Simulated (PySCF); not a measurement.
Compound: 4-chlorobenzonitrile, C7H4ClN.
Numbering: `[N:1]#[C:2][c:3]1[cH:4][cH:5][c:6]([Cl:7])[cH:8][cH:9]1` (hydrogens: H10 on C4; H11 on C5; H12 on C8; H13 on C9)

Structure optimised with GFN2-xTB, isolated species.

**Question.** List the bond lengths and angles at this level.

**Answer.** 
| bond | length (Å) | order |
| --- | --- | --- |
| N1≡C2 | 1.146 | triple |
| C2–C3 | 1.414 | single |
| C3–C4, C3–C9 | 1.396 | aromatic |
| C4–C5, C8–C9 | 1.380 | aromatic |
| C5–C6, C6–C8 | 1.389 | aromatic |
| C6–Cl7 | 1.725 | single |
| C4–H10, C9–H13 | 1.080 | single |
| C5–H11, C8–H12 | 1.079 | single |

Bonds in one row agree within 0.01 Å and their mean is given. Orders are formal, as drawn. A selection of angles:
| angle | degrees |
| --- | --- |
| N1–C2–C3 | 179.9 |
| C2–C3–C4 | 119.9 |
| C4–C3–C9 | 120.1 |
| C3–C4–C5 | 119.9 |
| C3–C4–H10 | 119.7 |
| C5–C4–H10 | 120.3 |
| C4–C5–C6 | 119.5 |
| C4–C5–H11 | 120.6 |
| C6–C5–H11 | 119.9 |
| C5–C6–Cl7 | 119.4 |
| C5–C6–C8 | 121.0 |
| C9–C8–H12 | 120.5 |

The 6-membered ring C3–C4–C5–C6–C8–C9 has internal angles of 119.5° to 121.0°; it is planar, 0.00 Å rms from its mean plane, widest ring torsion 0°. The 9 heavy atoms lie in one plane (0.001 Å rms). The 7 C–C bonds span 1.380 Å (C4–C5, aromatic) to 1.414 Å (C2–C3, drawn single), a spread of 0.034 Å.

Point group: C2v (tolerance 0.08 Å). Whether it is a minimum is left open (no frequencies).

The numbers are calculated, not measured.
